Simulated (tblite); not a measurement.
C₅H₆F₂GaO₂ (charge -1).
Numbering: `[CH3:1][O:2][Ga-:3]([F:4])([F:5])[c:6]1[cH:7][cH:8][cH:9][o:10]1` (hydrogens: H11, H12, H13 on C1; H14 on C7; H15 on C8; H16 on C9)
Bond orders are those of one Lewis drawing.

Computed with GFN2-xTB (tblite), gas phase: L-BFGS steps from a force-field or distance-geometry start until the largest atomic force falls under 0.01 eV/Å.

Step 12: E = -896.6543 eV
```
atom  x, y, z in Å  |  force x, y, z in eV/Å
C1      3.3494   -0.0235    0.6531   -0.139   0.003  -0.038
O2      1.9894    0.1677    0.9219   -0.222   0.035   0.167
Ga3     0.8473   -0.4929   -0.3522   -0.101   0.075   0.115
F4      1.2602   -2.2276   -0.5352   -0.074  -0.136  -0.074
F5      1.4204    0.2433   -1.8898   -0.043   0.007  -0.223
C6     -1.0817   -0.0786    0.0089    0.290  -0.008  -0.006
C7     -1.6517    1.0145    0.6024    0.178  -0.102  -0.038
C8     -3.0477    0.7826    0.6210    0.037   0.040  -0.003
C9     -3.2238   -0.4333    0.0325   -0.029   0.011   0.021
O10    -2.0492   -0.9570   -0.3383    0.232   0.031   0.016
H11     3.7242    0.7920    0.0276    0.198   0.092   0.064
H12     3.5087   -0.9534    0.1022    0.237  -0.134   0.025
H13     3.9007   -0.0596    1.6049    0.019   0.038  -0.084
H14    -1.0665    1.8463    0.9632   -0.325  -0.055   0.003
H15    -3.8064    1.4300    1.0162   -0.062  -0.006  -0.002
H16    -4.0809   -1.0415   -0.1825   -0.194   0.109   0.059
```

Step 13: E = -896.6750 eV
```
atom  x, y, z in Å  |  force x, y, z in eV/Å
C1      3.3782   -0.0204    0.6618   -0.189  -0.043  -0.059
O2      2.0086    0.1443    0.9010   -0.250  -0.035   0.096
Ga3     0.8355   -0.5092   -0.3636    0.031   0.122   0.143
F4      1.2338   -2.2454   -0.5727   -0.094  -0.123  -0.048
F5      1.3987    0.2134   -1.9142   -0.061   0.017  -0.201
C6     -1.0896   -0.0686    0.0163    0.416  -0.009  -0.019
C7     -1.6654    1.0227    0.6080    0.188  -0.080  -0.033
C8     -3.0600    0.7831    0.6205    0.103   0.108   0.041
C9     -3.2265   -0.4311    0.0322    0.025  -0.009   0.002
O10    -2.0495   -0.9527   -0.3374    0.158   0.133   0.089
H11     3.7468    0.8033    0.0439    0.208   0.094   0.070
H12     3.5813   -0.9491    0.1183    0.141  -0.069   0.052
H13     3.9053   -0.0433    1.6281    0.026   0.054  -0.094
H14    -1.0984    1.8660    0.9736   -0.285  -0.120  -0.026
H15    -3.8214    1.4244    1.0171   -0.094   0.017   0.001
H16    -4.0851   -1.0287   -0.1770   -0.324  -0.056  -0.014
```

Step 14: E = -896.6939 eV
```
atom  x, y, z in Å  |  force x, y, z in eV/Å
C1      3.4046   -0.0178    0.6701   -0.170  -0.062  -0.062
O2      2.0253    0.1194    0.8810   -0.158  -0.108   0.000
Ga3     0.8247   -0.5240   -0.3733    0.193   0.119   0.097
F4      1.2044   -2.2661   -0.6124   -0.120  -0.073  -0.011
F5      1.3748    0.1826   -1.9435   -0.085   0.017  -0.141
C6     -1.0913   -0.0584    0.0239    0.362   0.009  -0.004
C7     -1.6767    1.0293    0.6131    0.133  -0.049  -0.020
C8     -3.0704    0.7847    0.6201    0.131   0.121   0.065
C9     -3.2285   -0.4288    0.0320    0.050  -0.042  -0.019
O10    -2.0468   -0.9465   -0.3349    0.050   0.160   0.125
H11     3.7735    0.8163    0.0624    0.149   0.041   0.091
H12     3.6589   -0.9451    0.1364   -0.005   0.049   0.094
H13     3.9101   -0.0255    1.6499   -0.005   0.057  -0.113
H14    -1.1371    1.8853    0.9845   -0.163  -0.110  -0.024
H15    -3.8382    1.4187    1.0178   -0.064   0.018  -0.013
H16    -4.0949   -1.0153   -0.1711   -0.297  -0.146  -0.064
```

Question: Estimate the geometry and energy of step 15. (The exact step hangs on the optimiser's Hessian estimate; all steps are aligned on step 14, rigid shifts and turns removed.)

Answer: E = -896.7055 eV, largest force 0.269 eV/Å
```
atom  x, y, z in Å  |  force x, y, z in eV/Å
C1      3.4149   -0.0170    0.6737   -0.088  -0.018  -0.037
O2      2.0316    0.1052    0.8716   -0.061  -0.132  -0.053
Ga3     0.8229   -0.5295   -0.3770    0.260   0.069   0.012
F4      1.1859   -2.2786   -0.6335   -0.132  -0.018   0.015
F5      1.3601    0.1670   -1.9629   -0.095   0.011  -0.082
C6     -1.0855   -0.0535    0.0280    0.176   0.016   0.020
C7     -1.6791    1.0307    0.6150    0.048  -0.007   0.003
C8     -3.0725    0.7860    0.6200    0.088   0.050   0.043
C9     -3.2286   -0.4284    0.0316    0.038  -0.031  -0.011
O10    -2.0423   -0.9418   -0.3321   -0.016   0.096   0.101
H11     3.7895    0.8237    0.0741    0.071  -0.014   0.096
H12     3.6998   -0.9421    0.1484   -0.099   0.086   0.084
H13     3.9121   -0.0160    1.6583   -0.032   0.053  -0.089
H14    -1.1636    1.8951    0.9909   -0.024  -0.042   0.001
H15    -3.8468    1.4149    1.0172   -0.002   0.010  -0.030
H16    -4.1058   -1.0069   -0.1672   -0.130  -0.129  -0.072
```

The energy changes by -0.0115 eV. The first-order estimate −F·Δx gives -0.0169 eV and the mean of the old and new forces, exact on a quadratic surface, -0.0115 eV. The step makes an angle of 74° with the force vector and moves no atom by more than 0.043 Å.

What follows is the cost of the whole relaxation. On one thread, Intel Xeon at 2.50 GHz (x86_64), no GPU, shared host, this took 3.6 s wall, 2.4 s CPU.
